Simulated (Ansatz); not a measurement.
B2ClFH3P (`BPB(F)Cl`), relaxed with RKS PBE0-D4/def2-TZVP in the Gaussian-basis code of Ansatz from a PBE-D4/def2-SVP geometry. The force threshold is 0.005 eV/Å; the program also tests the step.

Total charge 0; spin multiplicity 1.

Start:

```xyz
8

B     1.263    0.705   -0.740
P     0.458   -0.190    0.651
B    -1.325   -0.757    0.371
F    -2.198   -0.757    1.376
Cl   -1.832   -1.367   -1.200
H     2.134    1.510   -0.493
H     0.968    0.374   -1.868
H     0.532    0.484    1.903
```

(1) By how much does the energy fall, and how many steps does the optimiser take? (An estimate is asked.)

(2) Which bonds change most? (Best estimate.)

(3) Give the relaxed structure. (Best estimate.)

## Answers

(1) Ansatz gave: 2.89 kJ/mol, in 9 steps.

(2) The calculation gave: B1–H7 from 1.212 to 1.191 Å; B1–H6 from 1.212 to 1.191 Å; P2–H8 from 1.424 to 1.407 Å; B3–F4 from 1.331 to 1.317 Å.

(3) Computed: 
```xyz
8

B     1.226    0.684   -0.718
P     0.518   -0.283    0.677
B    -1.285   -0.739    0.358
F    -2.174   -0.661    1.327
Cl   -1.790   -1.359   -1.195
H     2.037    1.528   -0.491
H     0.935    0.366   -1.828
H     0.534    0.464    1.869
```
